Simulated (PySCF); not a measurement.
Level of theory: B3LYP-D3(BJ)/def2-TZVP // r2SCAN-D4/def2-SVP run with PySCF. All species are isolated molecules in the gas phase. One relaxed conformer stands for a flexible species; it need not be the lowest. B3LYP has the VWN-RPA correlation part, as in Gaussian. 

Reference species: [Ta(F)4(OH)] (neutral, multiplicity 1).

```json
{
  "LUMO": "-2.12 eV",
  "coordination_number": "5",
  "charge on the central atom (Mulliken)": "1.76 e",
  "HOMO": "-10.36 eV"
}
```

Changed species: [Ta(F)(OH)4] (4 of 5 F replaced by OH; the reference has 1 of 5 F replaced by OH).

### Question
What does the change do to the LUMO, coordination number, charge on the central atom (Mulliken) and HOMO?

### Answer
the LUMO rises by 0.82 eV, to -1.30 eV; the coordination number stays essentially unchanged; the charge on the central atom (Mulliken) decreases by 0.13 e, to 1.63 e; the HOMO rises by 1.35 eV, to -9.01 eV.
